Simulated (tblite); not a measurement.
Compound: C7H9FN (doublet state).
Z-matrix (Å and degrees, GFN2-xTB geometry), rows numbered from 1:
```
N 
C   1  1.2861
C   2  1.4348  1  126.47
C   3  1.3947  2  124.83  1    -0.09
C   4  1.3579  3  124.42  2  -179.76
F   5  1.3381  4  121.76  3     0.07
C   2  1.4809  1  117.26  3  -179.94
C   7  1.5088  2  118.58  1   -34.10
C   8  1.4862  7   60.48  2   107.82
H   1  1.0163  2  114.87  3    -0.00
H   3  1.0806  2  117.75  1   179.94
H   4  1.0816  3  119.76  2     0.26
H   5  1.0781  4  125.73  3   179.94
H   7  1.0825  2  114.90  1  -179.99
H   8  1.0784  7  116.07  9  -108.25
H   8  1.0796  7  117.91  9   109.56
H   9  1.0783  7  116.00  8   108.17
H   9  1.0794  7  118.05  8  -109.51
```

Calculated harmonic vibrations of the isolated species, GFN2-xTB (tblite), most abundant isotopes, no scaling. Errors from tens to a few hundred cm⁻¹ against measured bands are possible. One conformer, not necessarily the lowest. Open shells enter through the occupations alone, without spin polarisation, and single modes of such species can be off by tens of per cent.

Harmonic wavenumbers (cm⁻¹): 36.6, 46.4, 108.7, 125.1, 211.8, 260.1, 290.0, 372.7, 378.3, 553.9, 556.7, 675.4, 683.7, 699.5, 791.5, 802.0, 865.6, 866.4, 910.2, 954.0, 996.3, 1029.0, 1070.2, 1072.9, 1088.6, 1089.0, 1108.6, 1157.4, 1185.6, 1217.3, 1235.3, 1271.4, 1294.9, 1382.6, 1408.7, 1410.8, 1471.4, 1497.0, 1570.9, 3051.7, 3064.0, 3081.6, 3085.4, 3088.2, 3102.6, 3109.5, 3124.4, 3356.2.

A = 4565, B = 687.9, C = 626.9 MHz; mass 126.072 u (most abundant isotopes); point group Cs, symmetry number 1; spin multiplicity 2.

Question: Zero-point energy?

Answer: Half the sum of the wavenumbers: 30905 cm⁻¹ = 88.36 kcal/mol.

Question: Give the ideal-gas entropy at 298.15 K and 1 bar in the rigid-rotor, harmonic-oscillator model (classical rotation).

Answer: Translation 40.43, rotation 29.48, vibration 27.83, spin (R ln 2) 1.38: S = 99.1 cal/(mol K).

Question: And Cp and H(298.15 K) − H(0)?

Answer: Cp = 36.10 cal/(mol K), of which vibrations give 28.15 (their classical limit is 48 R = 95.4); H(298.15 K) − H(0) = 6.55 kcal/mol without the zero-point energy, 4.18 from vibrations.

Question: How do the functions run with temperature in this model?

Answer: 
```tsv
T (K)	S (cal/(mol K))	Cp (cal/(mol K))	H − H(0) (kcal/mol)	G − H(0) (kcal/mol)	ln q(vib)
100	72.0	17.8	1.31	-5.89	2.13
200	86.9	26.2	3.50	-13.87	4.62
300	99.4	36.3	6.62	-23.19	6.99
500	122.5	54.8	15.83	-45.41	11.76
800	152.3	71.7	35.07	-86.78	18.76
1000	169.1	78.7	50.15	-118.96	23.14
```

q(vib) and H(0) count from the zero-point level.

Question: Which modes carry the vibrational entropy at 298.15 K?

Answer: 36.6 cm⁻¹: 5.44; 46.4 cm⁻¹: 4.97; 108.7 cm⁻¹: 3.29; 125.1 cm⁻¹: 3.02; 211.8 cm⁻¹: 2.03; 260.1 cm⁻¹: 1.66 cal/(mol K); the other 42 give 7.43 together.

Question: Blend soft modes into free rotors: weight 1/[1 + (100 cm⁻¹/ν̃)⁴] for the oscillator and the rest for a rotor with moment μB/(μ + B), μ = h/(8π²ν), B = 10⁻⁴⁴ kg m². What vibrational entropy results?

Answer: 24.68 cal/(mol K) in place of 27.83, which changes −T·S at 298.15 K by +0.94 kcal/mol.

Question: What must be added to the electronic energy to get the Gibbs energy at 298.15 K and 1 bar?

Answer: ZPE + [H(298.15 K) − H(0)] − T·S = 88.36 + 6.55 − 29.55 = 65.36 kcal/mol.

Hindered rotation and anharmonicity are outside this model. Other conformers, if any are populated, would add a mixing term that is left out.

On one thread, Intel Xeon at 2.50 GHz (x86_64) (shared host), this took 1.9 s. This covers the Hessian and the dipole derivatives.
